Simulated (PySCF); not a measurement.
Work out the structure from these simulated measurements.

Formula: C6H12Si2.

| Quantity | Value |
| --- | --- |
| Rotational structure | rotational constants A, B, C: 3.677, 0.434, 0.404 GHz [GFN2-xTB] |
| Dipole | 0.58 D [PBE0/pcSseg-1] |
| NMR, other nuclei | isotropic shieldings of nuclei other than C and H, by class: 414 (1 Si), 420 (1 Si) ppm [GIAO PBE0/pcSseg-1] |
| 1H NMR | chemical shifts (computed TMS as zero) by class: 6.64 (1 H), 6.62 (1 H), 6.25 (1 H), 4.74 (2 H), 4.37 (2 H), 1.11 (3 H), 1.06 (2 H) ppm [GIAO PBE0/pcSseg-1] |
| 13C NMR | chemical shifts (computed TMS as zero) by class: 145.9 (1 C), 135.9 (1 C), 119.6 (1 C), 114.1 (1 C), 10.9 (1 C), 9.0 (1 C) ppm [GIAO PBE0/pcSseg-1] |

Electronic properties: PySCF, gas phase, density fitting. Levels stand in brackets. The structure is a single GFN2-xTB conformer in the gas phase; no vibrational or solvent corrections. Each NMR value is the plain mean over a class of atoms that symmetry, rotation or inversion makes alike.

Problem. Give a SMILES that accounts for the data.

Solution. Numbering: `[CH2:1]=[CH:2][SiH2:3][C:4]#[C:5][SiH2:6][CH2:7][CH3:8]`. Its formula, C6H12Si2, gives 3 degrees of unsaturation: 0 rings and 3 π bonds in the structure found. 6 carbons fall into 6 classes; from least to most shielded: terminal =CH2 carbon [C1] (145.9 ppm), alkene CH carbon [C2] (135.9 ppm), alkyne carbon [C5] (119.6 ppm), alkyne carbon [C4] (114.1 ppm), methyl carbon [C8] (10.9 ppm), sp3 carbon bound to silicon [C7] (9.0 ppm). Hydrogen classes from least to most shielded: 1 H on a terminal =CH2 carbon, C1 (6.64 ppm), 1 H on a terminal =CH2 carbon, C1 (6.62 ppm), 1 H on an alkene CH carbon, C2 (6.25 ppm), 2 H on an SiH2 silicon, Si3 (4.74 ppm), 2 H on an SiH2 silicon, Si6 (4.37 ppm), 3 H on a methyl carbon, C8 (1.11 ppm, a mean of values up to 0.6 ppm apart in this geometry), 2 H on an sp3 carbon bound to silicon, C7 (1.06 ppm). The other shieldings belong to: 414 ppm, SiH2 silicon [Si6]; 420 ppm, SiH2 silicon [Si3]. The optimised geometry has point group C1 and is an asymmetric top. Structure: `C=C[SiH2]C#C[SiH2]CC`. Computed isomers that give other values at the same levels: `C=C[C@@H](C)C1=C[SiH2][SiH2]1` (13C chemical shifts (computed TMS as zero) by class: 187.2 (1 C), 157.4 (1 C), 150.2 (1 C), 123.1 (1 C), 52.1 (1 C), 24.0 (1 C) ppm); `C#C[Si@@H]([SiH2]C)C1CC1` (13C chemical shifts (computed TMS as zero) by class: 105.0 (1 C), 88.2 (1 C), 4.6 (1 C), 2.2 (1 C), -3.0 (1 C), -9.3 (1 C) ppm); `C=C[C@H]([SiH3])C1=C[SiH2]C1` (13C chemical shifts (computed TMS as zero) by class: 175.1 (1 C), 143.0 (1 C), 128.8 (1 C), 118.8 (1 C), 47.6 (1 C), 17.0 (1 C) ppm). The assignments are read from this structure; whether some other isomer fits the data as well wasn't checked.

Conformer computed: `[CH2:1]=[CH:2][SiH2:3][C:4]#[C:5][SiH2:6][CH2:7][CH3:8]`: C1–C2–Si3–C4 0°, C5–Si6–C7–C8 -177°.
